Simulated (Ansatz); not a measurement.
Input file for Ansatz (an electronic-structure program): R-r2SCAN/def2-TZVPPD on AsBH6 (a complex), monomers drawn apart or pushed together. Files ending in .json are basis or fitting sets from the Basis Set Exchange.

Ansatz 0.2 input:
```yaml
crystal:
  periodic: [false, false, false]
  atoms:
    - {symbol: B, position_ang: [-0.00516141, -0.05976899, 0.62956386]}
    - {symbol: H, position_ang: [-0.86617620, 0.77755847, 0.57872414]}
    - {symbol: H, position_ang: [-0.35291625, -1.18244247, 0.37704423]}
    - {symbol: H, position_ang: [1.06645547, 0.26575107, 0.19284969]}
    - {symbol: As, position_ang: [0.52700191, -0.21743759, 3.50365240]}
    - {symbol: H, position_ang: [-0.59505745, -0.60733630, 4.43544978]}
    - {symbol: H, position_ang: [0.99969121, 1.01872395, 4.23012557]}
    - {symbol: H, position_ang: [1.57536135, -1.18266504, 4.00223390]}
basis:
  gaussian:
    orbitals: def2-TZVPPD.json
hamiltonian:
  xc: {name: r2SCAN}
scf: {lower_state_search: off}
```

It printed:

```
WARN ansatz: RAYON_NUM_THREADS=2 ignored (pool sized by the plan → 2); use --threads N
Functional definition: r2SCAN
these checks for a lower state are left out or cut short: stability, starts, cluster_reference, orbital_swaps, neighbouring_geometries, increment
integrals: 0.09 GiB planned
926 factors; their error is unknown
mean field: 0.71 GiB planned
mean field evaluation 1: about -61609.5180 eV, gradient 3.3e1 eV
mean field evaluation 2: about -61609.3332 eV, gradient 3.4e1 eV
mean field evaluation 4: about -61613.1380 eV, gradient 2.5e0 eV
mean field evaluation 8: about -61613.1472 eV, gradient 9.7e-2 eV
mean field evaluation 16: about -61613.1280 eV, gradient 2.8e-5 eV
mean field -61613.12801372 eV, -2264.2406916259 hartree, gradient 1.3e-6 eV, S^2 0.000000; 0 other end points of the search recorded, 0 dependent functions left out
reference -61613.12802813 eV, -2264.2406921556 hartree; 22, 22 occupied and 171, 171 virtual orbitals, 926 factors
Total energy: -61613.12802813 eV, -2264.2406921556 hartree
Checks for a lower state left out: stability, starts, cluster_reference, orbital_swaps, neighbouring_geometries, increment
```

Self-consistency was reached.

Cost: about 3 core-seconds (a rough figure).
